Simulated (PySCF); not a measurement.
Molfile (atoms numbered from 1):
```
C11H12
     RDKit          3D

 23 24  0  0  0  0  0  0  0  0999 V2000
    4.4153    0.4348    0.1635 C   0  0  0  0  0  0  0  0  0  0  0  0
    3.3312   -0.0687    0.2511 C   0  0  0  0  0  0  0  0  0  0  0  0
    2.0314   -0.6494    0.3282 C   0  0  2  0  0  0  0  0  0  0  0  0
    1.5840   -1.6369   -0.7172 C   0  0  0  0  0  0  0  0  0  0  0  0
    0.9833   -0.2676   -0.7040 C   0  0  1  0  0  0  0  0  0  0  0  0
   -0.3997    0.0205   -0.2484 C   0  0  0  0  0  0  0  0  0  0  0  0
   -1.3443   -0.8995   -0.1126 C   0  0  0  0  0  0  0  0  0  0  0  0
   -2.7315   -0.6174    0.3719 C   0  0  0  0  0  0  0  0  0  0  0  0
   -2.9097    0.7987    0.8185 C   0  0  0  0  0  0  0  0  0  0  0  0
   -1.9788    1.7253    0.6831 C   0  0  0  0  0  0  0  0  0  0  0  0
   -0.6403    1.4727    0.0662 C   0  0  0  0  0  0  0  0  0  0  0  0
    5.3686    0.8672    0.1017 H   0  0  0  0  0  0  0  0  0  0  0  0
    1.6774   -0.8133    1.3403 H   0  0  0  0  0  0  0  0  0  0  0  0
    0.9928   -2.4751   -0.3836 H   0  0  0  0  0  0  0  0  0  0  0  0
    2.2730   -1.8757   -1.5138 H   0  0  0  0  0  0  0  0  0  0  0  0
    1.3340    0.4148   -1.4723 H   0  0  0  0  0  0  0  0  0  0  0  0
   -1.1482   -1.9328   -0.3653 H   0  0  0  0  0  0  0  0  0  0  0  0
   -3.4508   -0.8415   -0.4270 H   0  0  0  0  0  0  0  0  0  0  0  0
   -2.9749   -1.2969    1.1987 H   0  0  0  0  0  0  0  0  0  0  0  0
   -3.8633    1.0345    1.2716 H   0  0  0  0  0  0  0  0  0  0  0  0
   -2.1539    2.7375    1.0226 H   0  0  0  0  0  0  0  0  0  0  0  0
   -0.5483    2.0622   -0.8558 H   0  0  0  0  0  0  0  0  0  0  0  0
    0.1479    1.8334    0.7385 H   0  0  0  0  0  0  0  0  0  0  0  0
  1  2  3  0
  2  3  1  0
  3  4  1  0
  4  5  1  0
  5  6  1  0
  6  7  2  0
  7  8  1  0
  8  9  1  0
  9 10  2  0
 10 11  1  0
  5  3  1  0
 11  6  1  0
  1 12  1  0
  3 13  1  1
  4 14  1  0
  4 15  1  0
  5 16  1  6
  7 17  1  0
  8 18  1  0
  8 19  1  0
  9 20  1  0
 10 21  1  0
 11 22  1  0
 11 23  1  0
M  END
```

Level of theory: geometry from GFN2-xTB, σ from GIAO-PBE0/pcSseg-1, in PySCF (non-relativistic, one computed conformer, gas phase).

Question: Predict the 2D correlation tables (HSQC, COSY, HMBC).

Answer: 

HSQC (one-bond C–H):
| δH | δC |
| --- | --- |
| 6.04 (H21) | 131.7 (C10) |
| 5.97 (H20) | 130.9 (C9) |
| 5.50 (H17) | 123.3 (C7) |
| 3.05 (H22) | 34.8 (C11) |
| 3.00 (H18) | 31.5 (C8) |
| 2.99 (H23) | 34.8 (C11) |
| 2.79 (H19) | 31.5 (C8) |
| 1.46 (H16) | 32.3 (C5) |
| 1.20 (H12) | 70.4 (C1) |
| 1.20 (H14) | 13.8 (C4) |
| 0.87 (H15) | 13.8 (C4) |
| 0.87 (H13) | 12.9 (C3) |

COSY cross peaks (H two or three bonds apart, from the bond graph; peaks can be absent where the dihedral angle is near 90°):
| δH | δH |
| --- | --- |
| 6.04 (H21) | 5.97 (H20) |
| 6.04 (H21) | 3.05 (H22) |
| 6.04 (H21) | 2.99 (H23) |
| 5.97 (H20) | 3.00 (H18) |
| 5.97 (H20) | 2.79 (H19) |
| 5.50 (H17) | 3.00 (H18) |
| 5.50 (H17) | 2.79 (H19) |
| 3.05 (H22) | 2.99 (H23) |
| 3.00 (H18) | 2.79 (H19) |
| 1.46 (H16) | 1.20 (H14) |
| 1.46 (H16) | 0.87 (H15) |
| 1.46 (H16) | 0.87 (H13) |
| 1.20 (H14) | 0.87 (H15) |
| 1.20 (H14) | 0.87 (H13) |
| 0.87 (H15) | 0.87 (H13) |

HMBC (two and three bonds, from the bond graph):
| δH | δC |
| --- | --- |
| 6.04 (H21) | 141.5 (C6), 130.9 (C9), 34.8 (C11), 31.5 (C8) |
| 5.97 (H20) | 131.7 (C10), 123.3 (C7), 34.8 (C11), 31.5 (C8) |
| 5.50 (H17) | 141.5 (C6), 130.9 (C9), 34.8 (C11), 32.3 (C5), 31.5 (C8) |
| 3.05 (H22) | 141.5 (C6), 131.7 (C10), 130.9 (C9), 123.3 (C7), 32.3 (C5) |
| 3.00 (H18) | 141.5 (C6), 131.7 (C10), 130.9 (C9), 123.3 (C7) |
| 2.99 (H23) | 141.5 (C6), 131.7 (C10), 130.9 (C9), 123.3 (C7), 32.3 (C5) |
| 2.79 (H19) | 141.5 (C6), 131.7 (C10), 130.9 (C9), 123.3 (C7) |
| 1.46 (H16) | 141.5 (C6), 123.3 (C7), 92.3 (C2), 34.8 (C11), 13.8 (C4), 12.9 (C3) |
| 1.20 (H12) | 92.3 (C2), 12.9 (C3) |
| 1.20 (H14) | 141.5 (C6), 92.3 (C2), 32.3 (C5), 12.9 (C3) |
| 0.87 (H15) | 141.5 (C6), 92.3 (C2), 32.3 (C5), 12.9 (C3) |
| 0.87 (H13) | 141.5 (C6), 92.3 (C2), 70.4 (C1), 32.3 (C5), 13.8 (C4) |

Scale: TMS for 1H, 13C (reference shieldings calculated alike).

Short H···H contacts in this conformer between protons four or more bonds apart (candidates for NOE cross peaks, intensity ∝ r⁻⁶): H14···H17 2.21 Å, H16···H22 2.58 Å.

Shifts are as computed. Against solution values, carbons near 30 ppm lie about +3 ppm off and those near 130 ppm about +5 ppm. Of 1211 compounds with measured shifts, 218 miss one by over three times the rms of a fit or turn the order of signals round; such compounds aren't used in these exercises.
